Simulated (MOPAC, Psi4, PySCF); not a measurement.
Relaxed torsion scan: SMILES OB(O)[SiH2][SiH2][GeH3]. Scanned: dihedral H7–O1–B2–Si4; all other coordinates were relaxed at GFN2-xTB. Points at φ and −φ are mirror images. Heavy atoms are numbered in the order of the SMILES OB(O)[SiH2][SiH2][GeH3], hydrogens after them in the order of the atoms that carry them; the mirror image has the same energies with the sign of each dihedral reversed.

Levels of theory: AM1, restricted, heats of formation // GFN2-xTB (MOPAC); RKS-M06-2X/6-31G* = restricted M06-2X/6-31G*, spherical d, density fitting // GFN2-xTB (PySCF 2.14.0); RHF/6-31G* = PySCF 2.14.0 with restricted Hartree-Fock/6-31G*, spherical d, density fitting // GFN2-xTB; PBE-D3(BJ)/def2-SVP // GFN2-xTB (Psi4).

Energies relative to the lowest point of each profile, in kJ/mol; the last columns give the difference from PBE-D3(BJ):

| φ / ° | AM1 | RKS-M06-2X/6-31G* | RHF/6-31G* | PBE-D3(BJ)/def2-SVP | AM1 − PBE-D3(BJ)/def2-SVP | RKS-M06-2X/6-31G* − PBE-D3(BJ)/def2-SVP | RHF/6-31G* − PBE-D3(BJ)/def2-SVP |
|---|---|---|---|---|---|---|---|
| -160 | 4.6 | 18.5 | 17.8 | 17.8 | -13.3 | 0.7 | 0.0 |
| -140 | 17.1 | 27.8 | 27.5 | 26.9 | -9.8 | 1.0 | 0.6 |
| -120 | 34.3 | 39.6 | 39.1 | 38.4 | -4.2 | 1.2 | 0.7 |
| -100 | 48.2 | 45.3 | 43.4 | 43.8 | 4.3 | 1.5 | -0.4 |
| -80 | 40.3 | 40.1 | 40.9 | 38.6 | 1.6 | 1.5 | 2.3 |
| -60 | 25.5 | 26.1 | 27.6 | 25.2 | 0.4 | 1.0 | 2.5 |
| -40 | 12.7 | 12.5 | 13.5 | 12.1 | 0.6 | 0.4 | 1.3 |
| -20 | 4.3 | 3.3 | 3.6 | 3.2 | 1.1 | 0.1 | 0.4 |
| 0 | 1.4 | 0.0 | 0.0 | 0.0 | 1.4 | 0.0 | 0.0 |
| 20 | 4.3 | 3.3 | 3.6 | 3.2 | 1.1 | 0.1 | 0.4 |
| 40 | 12.7 | 12.5 | 13.5 | 12.1 | 0.6 | 0.4 | 1.3 |
| 60 | 25.5 | 26.1 | 27.6 | 25.2 | 0.4 | 1.0 | 2.5 |
| 80 | 40.3 | 40.1 | 40.9 | 38.6 | 1.6 | 1.5 | 2.3 |
| 100 | 48.2 | 45.3 | 43.4 | 43.8 | 4.3 | 1.5 | -0.4 |
| 120 | 34.3 | 39.6 | 39.1 | 38.4 | -4.2 | 1.2 | 0.7 |
| 140 | 17.1 | 27.8 | 27.5 | 26.9 | -9.8 | 1.0 | 0.6 |
| 160 | 4.6 | 18.5 | 17.8 | 17.8 | -13.3 | 0.7 | 0.0 |
| 180 | 0.0 | 15.0 | 14.2 | 14.4 | -14.4 | 0.6 | -0.3 |

AM1 is furthest from PBE-D3(BJ)/def2-SVP at 180 (-14.4 kJ/mol, below); its mean absolute difference over the points is 4.8 kJ/mol.

RKS-M06-2X/6-31G* is furthest from PBE-D3(BJ)/def2-SVP at -80 (1.5 kJ/mol, above); its mean absolute difference over the points is 0.8 kJ/mol.

RHF/6-31G* is furthest from PBE-D3(BJ)/def2-SVP at -60 (2.5 kJ/mol, above); its mean absolute difference over the points is 0.9 kJ/mol.
